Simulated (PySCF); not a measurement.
**Dipole moment and polarisability across levels of theory**

Species: CH6NOPSi.
SMILES with atom numbers: `[CH2:1]=[N:2][Si@@H:3]([OH:4])[PH2:5]` (hydrogens: H6, H7 on C1; H8 on Si3; H9 on O4; H10, H11 on P5)

PySCF, dipoles from the SCF density, polarisabilities from static response with core orbitals frozen. Isolated species at its PBE0-D3(BJ)/def2-SVP geometry (one conformer only).

The anisotropy is √(½[(α1 − α2)² + (α2 − α3)² + (α3 − α1)²]).

```tsv
level	μ (D)	α (Å³)	anisotropy (Å³)
LDA/def2-SVPD	1.979	12.56	4.56
PBE/def2-SVPD	1.918	12.36	4.46
B3LYP/def2-SVPD	2.034	11.86	4.00
PBE0/def2-SVPD	2.123	11.74	3.96
BHandHLYP/def2-SVPD	2.235	11.32	3.63
CAM-B3LYP/def2-SVPD	2.175	11.58	3.65
wB97X-D/def2-SVPD	2.260	11.58	3.68
LC-wPBE/def2-SVPD	2.328	11.27	3.43
HF/def2-SVPD	2.538	10.83	3.35
PBE0/6-31G*	2.365	9.61	4.02
PBE0/def2-SVP	2.188	9.80	3.62
PBE0/6-31+G*	2.396	11.01	4.04
PBE0/aug-cc-pVDZ	2.106	12.09	4.09
PBE0/def2-TZVP	2.088	11.17	3.99
PBE0/def2-TZVPD	2.073	11.99	4.05
```

The dipole runs from 1.92 D (PBE/def2-SVPD) to 2.54 D (HF/def2-SVPD). No reference polarisability is at hand; against PBE0 in the largest diffuse basis at hand (def2-TZVPD) the other PBE0 rows deviate by 6-31G* -20%, def2-SVP -18%, 6-31+G* -8%, def2-SVPD -2%, aug-cc-pVDZ +1%, def2-TZVP -7%. In one basis (def2-SVPD) the functionals order the polarisability from HF (lowest) to LDA (highest), a spread of 16%. With PBE0 the polarisability is 10.19 Å³ without diffuse functions (mean of 6-31G*, def2-SVP and def2-TZVP) and 11.71 Å³ with them (mean of 6-31+G*, def2-SVPD, aug-cc-pVDZ and def2-TZVPD).
